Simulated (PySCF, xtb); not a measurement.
cycl[3.3.3]borane (C12H9B), SMILES C1C2=CC=CC3B2C(=CC=1)C=CC=3.

GFN2-xTB in xtb at its own geometry gives an orbital gap of 0.65 eV and a dipole moment of 0.00 D.

Geometry optimised at B3LYP-D3(BJ)/def2-SVP.

Question: What does PySCF with PBE0/def2-SVP give? (An estimate is asked for; the answer gives what the named calculation found.)

Answer: gap 2.24 eV (levels -5.65 and -3.41 eV), dipole 0.00 D.
